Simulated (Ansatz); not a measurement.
Molecule: sum formula NaOH (charge 0, singlet). SMILES: [OH][Na]
Structure (B3LYP-D3(BJ)/def2-TZVP (Ansatz, a quantum-chemistry and plane-wave program) minimum search):
```xyz
3

Na     0.0000     0.0000    -0.9172
O      0.0000     0.0000     1.0150
H      0.0000     0.0000     1.9692
```
Charge 0, spin multiplicity 1.

Wanted: atomisation energy (electronic, to ground-state atoms), in kcal/mol. Correlated levels leave the core frozen unless marked. UHF or UKS for open shells. Spin-orbit coupling is left out. Non-relativistic. The coupled-cluster limit lacks core correlation, which all-electron functionals hold. CBS(X,Y): correlation extrapolated as X^-3; Hartree-Fock from the larger set.

```json
[
 {"level": "HF/def2-SVP", "program": "Ansatz", "atomisation energy (kcal/mol)": "101.9"}
]
```

Q: Estimate the value at CCSD(T)/CBS(def2-TZVPPD,def2-QZVPPD) as computed with Ansatz.

A: 187.8 kcal/mol, so HF/def2-SVP differs from it by -85.9 kcal/mol.
